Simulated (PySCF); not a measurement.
SMILES C[CH]CCCC, doublet, GFN2-xTB optimised geometry.

```
19

C      0.55     1.83     3.96
C      1.14     1.88     2.61
C      0.45     1.32     1.43
C      0.72    -0.20     1.27
C      0.12    -0.78     0.00
C     -1.41    -0.78     0.00
H     -0.54     1.75     3.91
H      0.81     2.72     4.54
H      0.92     0.97     4.53
H      2.19     2.13     2.53
H      0.80     1.81     0.52
H     -0.62     1.47     1.52
H      0.31    -0.72     2.14
H      1.80    -0.36     1.26
H      0.48    -0.22    -0.86
H      0.47    -1.81    -0.10
H     -1.80     0.23     0.00
H     -1.79    -1.30     0.88
H     -1.79    -1.29    -0.89
```

Density from PySCF with unrestricted CAM-B3LYP/def2-SVP at that geometry.

Minimum of the electron density along straight lines between bonded atoms, close to the bond critical point (lines longer than 1.1 times the sum of covalent radii, or with two minima, are not listed):

| bond | length / Å | ρ at the minimum / e bohr⁻³ | ∇²ρ there / e bohr⁻⁵ | position (fraction from the first atom) |
|---|---|---|---|---|
| C1–C2 | 1.478 | 0.265 | -0.63 | 0.50 |
| C2–C3 | 1.477 | 0.267 | -0.64 | 0.50 |
| C3–C4 | 1.548 | 0.235 | -0.52 | 0.50 |
| C4–C5 | 1.528 | 0.246 | -0.57 | 0.50 |
| C5–C6 | 1.524 | 0.246 | -0.57 | 0.50 |
| C1–H7 | 1.089 | 0.276 | -1.02 | 0.63 |
| C1–H8 | 1.092 | 0.273 | -1.00 | 0.63 |
| C1–H9 | 1.098 | 0.268 | -0.95 | 0.62 |
| C2–H10 | 1.078 | 0.282 | -1.05 | 0.63 |
| C3–H11 | 1.094 | 0.275 | -1.00 | 0.62 |
| C3–H12 | 1.092 | 0.276 | -1.00 | 0.62 |
| C4–H13 | 1.092 | 0.276 | -1.01 | 0.62 |
| C4–H14 | 1.092 | 0.277 | -1.01 | 0.62 |
| C5–H15 | 1.093 | 0.276 | -1.00 | 0.62 |
| C5–H16 | 1.093 | 0.276 | -1.00 | 0.62 |
| C6–H17 | 1.087 | 0.277 | -1.02 | 0.63 |
| C6–H18 | 1.088 | 0.276 | -1.02 | 0.63 |
| C6–H19 | 1.088 | 0.276 | -1.02 | 0.63 |
